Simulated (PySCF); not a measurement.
C4H8OSi, SMILES C=C/C=C/[SiH2]O.

Coordinates come from a ωB97X-D3(BJ)/def2-SVP optimisation. The structure was generated by enumeration; whether it is a known compound was not checked. Other conformers were not sampled.

Two levels are set side by side: TDA-PBE/def2-SVPD (PySCF) and TDA-PBE0/def2-SVPD (PySCF). Vertical, same geometry. The lowest singlet is HOMO−1→LUMO 94 % with PBE and HOMO→LUMO 73 %, HOMO→LUMO+1 17 % with the other functional; states are paired by order. Differences are taken from unrounded values.

```json
[
 {"quantity": "lowest singlet excitation (eV)", "TDA-PBE0": "5.86"},
 {"quantity": "lowest triplet excitation (TDA) (eV)", "TDA-PBE0": "3.07"},
 {"quantity": "first bright state (f over 0.05) (eV)", "TDA-PBE0": "5.86"},
 {"quantity": "its oscillator strength", "TDA-PBE0": "0.88"}
]
```

Task: What does TDA-PBE give, and how far is it from TDA-PBE0? (The exact figures need the calculation; the answer reports its results.)

Result: 
```json
[
 {"quantity": "lowest singlet excitation (eV)", "TDA-PBE": "5.04", "TDA-PBE minus TDA-PBE0": "-0.82"},
 {"quantity": "lowest triplet excitation (TDA) (eV)", "TDA-PBE": "3.12", "TDA-PBE minus TDA-PBE0": "0.05"},
 {"quantity": "first bright state (f over 0.05) (eV)", "TDA-PBE": "5.29", "TDA-PBE minus TDA-PBE0": "-0.57"},
 {"quantity": "its oscillator strength", "TDA-PBE": "0.11", "TDA-PBE minus TDA-PBE0": "-0.77"}
]
```

Functionals without exact exchange tend to place singlet excitations lower, as here. Differences between two approximate levels are no errors against the true value.

Rough cost on one machine, each run with all the roots and properties that it gave: TDA-PBE0 against TDA-PBE about 3 times.
